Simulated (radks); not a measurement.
Trend from La2+ to Lu2+: ionisation energy by Delta-SCF between NIST ground configurations, and size. All-electron calculation, scalar-relativistic Kohn-Sham, PBE, spin-polarised, spherical densities, point nucleus; open shells are filled with parallel spins first (spin-orbit coupling, left out, can overturn this in heavy ions). Program: a radial shooting solver on a logarithmic mesh with Libxc functionals.

| species | configuration | IE (eV) | NIST (eV) | kind | -e(HOMO) (eV) |
|---|---|---|---|---|---|
| La2+ | [Xe] 5d1 | 19.124 | 19.177 | exp. | 15.012 (5d) |
| Ce2+ | [Xe] 4f2 | 20.973 | 20.197 | semi-emp. | 13.425 (4f) |
| Pr2+ | [Xe] 4f3 | 22.260 | 21.624 | exp. | 14.534 (4f) |
| Nd2+ | [Xe] 4f4 | 23.377 | 22.09 | semi-emp. | 15.479 (4f) |
| Pm2+ | [Xe] 4f5 | 24.359 | 22.4 | semi-emp. | 16.296 (4f) |
| Sm2+ | [Xe] 4f6 | 25.229 | 23.6 | semi-emp. | 17.008 (4f) |
| Eu2+ | [Xe] 4f7 | 26.001 | 24.84 | semi-emp. | 17.630 (4f) |
| Gd2+ | [Xe] 4f7 5d1 | 20.360 | 20.54 | semi-emp. | 15.772 (5d) |
| Tb2+ | [Xe] 4f9 | 22.762 | 21.82 | semi-emp. | 14.635 (4f) |
| Dy2+ | [Xe] 4f10 | 23.644 | 22.89 | semi-emp. | 15.379 (4f) |
| Ho2+ | [Xe] 4f11 | 24.437 | 22.79 | semi-emp. | 16.041 (4f) |
| Er2+ | [Xe] 4f12 | 25.152 | 22.70 | semi-emp. | 16.631 (4f) |
| Tm2+ | [Xe] 4f13 | 25.797 | 23.66 | semi-emp. | 17.159 (4f) |
| Yb2+ | [Xe] 4f14 | 26.380 | 25.05 | semi-emp. | 17.634 (4f) |
| Lu2+ | [Xe] 4f14 6s1 | 21.298 | 20.959 | exp. | 18.007 (6s) |

Reference values: NIST Atomic Spectra Database (exp. = measured, semi-emp. = semi-empirical, theory = theoretical value adopted there). Open shells are spherical and high-spin; term and fine-structure splittings are not resolved. Spin-orbit splitting is averaged out at the scalar-relativistic level.
